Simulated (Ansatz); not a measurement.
Relaxation of Cl4FH2OTa (9 atoms, charge 0, multiplicity 1), to a largest force component of 0.03 eV/Å in at most 50 steps.

Theory: Ansatz, RHF/def2-SVP.

```xyz
9
Properties=species:S:1:pos:R:3
Ta -0.431 0.504 0.174
O 2.678 -0.273 0.308
H 2.969 -0.735 1.081
Cl -0.050 -0.251 2.345
Cl 0.333 0.554 -2.006
Cl -2.435 1.551 0.180
F -1.048 -1.218 -0.179
Cl 0.988 2.424 0.673
H 2.860 0.665 0.476
```

Task: Where does it end, and by what steps?

Result: The forces met the threshold. After 11 steps the energy has fallen by 0.749 eV; H9 moved furthest, 1.18 Å. Joined: Ta1–O2 (3.21 → 2.29 Å).

| step | energy less start (eV) | largest force component (eV/Å) | accepted |
| --- | --- | --- | --- |
| 0 | 0.0000 | 1.270 | yes |
| 1 | -0.0924 | 1.753 | yes |
| 2 | -0.2814 | 1.605 | yes |
| 3 | -0.4839 | 1.515 | yes |
| 4 | -0.5874 | 1.114 | yes |
| 5 | -0.6716 | 0.655 | yes |
| 6 | -0.6966 | 0.898 | yes |
| 7 | -0.7263 | 0.617 | yes |
| 8 | -0.7398 | 0.517 | yes |
| 9 | -0.7463 | 0.379 | yes |
| 10 | -0.7473 | 0.079 | yes |
| 11 | -0.7494 | 0.019 | yes |

```xyz
9
Properties=species:S:1:pos:R:3
Ta -0.084 0.587 0.287
O 2.081 -0.139 0.429
H 2.456 -0.542 1.204
Cl 0.021 -0.094 2.545
Cl 0.649 0.908 -1.934
Cl -2.279 1.192 0.114
F -0.388 -1.212 -0.158
Cl 0.736 2.716 0.878
H 2.672 -0.196 -0.313
```

The run took 11 s on 4 threads of AMD EPYC 9R45 96-Core Processor (Zen 5), with other jobs on the host, peak memory 0.47 GiB.
